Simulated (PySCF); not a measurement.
Level sweep

Species: Cu2 (singlet state).
Numbering: `[Cu:1][Cu:2]`

PySCF, dipoles from the SCF density, polarisabilities from static response with core orbitals frozen. Geometry: PBE0-D3(BJ)/def2-SVP; no solvent, vibrations or thermal averaging.

The anisotropy is √(½[(α1 − α2)² + (α2 − α3)² + (α3 − α1)²]).

```
              level  α (Å³)  anisotropy (Å³)
      LDA/def2-SVPD   11.38             7.05
      PBE/def2-SVPD   11.90             6.86
    B3LYP/def2-SVPD   11.87             7.36
     PBE0/def2-SVPD   12.23             6.84
BHandHLYP/def2-SVPD   12.65             7.21
CAM-B3LYP/def2-SVPD   12.07             7.10
  wB97X-D/def2-SVPD   12.87             7.69
  LC-wPBE/def2-SVPD   12.62             5.81
       HF/def2-SVPD   15.90             6.74
      PBE0/def2-SVP    9.18            11.91
     PBE0/def2-TZVP    8.87            10.33
    PBE0/def2-TZVPD   11.30             6.86
   PBE0/aug-cc-pVDZ   11.63             6.42
   PBE0/aug-cc-pVTZ   11.70             6.42
```

No reference polarisability is at hand; against PBE0 in the largest diffuse basis at hand (aug-cc-pVTZ) the other PBE0 rows deviate by def2-SVP -22%, def2-SVPD +5%, def2-TZVP -24%, def2-TZVPD -3%, aug-cc-pVDZ -1%. The dipole stays under 0.05 D at every level. In one basis (def2-SVPD) the functionals order the polarisability from LDA (lowest) to HF (highest), a spread of 40%. With PBE0 the polarisability is 9.02 Å³ without diffuse functions (mean of def2-SVP and def2-TZVP) and 11.71 Å³ with them (mean of def2-SVPD, def2-TZVPD, aug-cc-pVDZ and aug-cc-pVTZ).
